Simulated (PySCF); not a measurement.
## Correlation energy of I (iodine, neutral)

[Kr] 4d10 5s2 5p5, 2P determinant. All numbers are calculated (PySCF 2.14, scalar relativity through the core potential, in def2-TZVP with the def2 core potential (28 electrons)). Frozen: 4s2 4p6 4d10; 7 electrons correlated.

MP2 pair energies summed by pair of shells (mhartree):

| pair | energy | share (%) |
| --- | --- | --- |
| 5p-5p | -69.34 | 61.2 |
| 5s-5p | -37.32 | 32.9 |
| 5s-5s | -6.72 | 5.9 |

Total MP2 correlation energy: -113.38 mhartree.

Same-spin part -25.67 and opposite-spin part -87.71 mhartree; SCS-MP2 scales them by 1/3 and 6/5 to -113.80 mhartree.

```tsv
level	correlation energy (mhartree)
CCSD	-131.73
(T)	-4.00
CCSD(T)	-135.73
```

Diagnostics: T1 = 0.0069, D1 = 0.0221, largest double amplitude 0.048.

Cost of the coupled-cluster step: 1.1 s of wall time on 1 thread of Neoverse-V2 (shared host), for 7 correlated electrons.
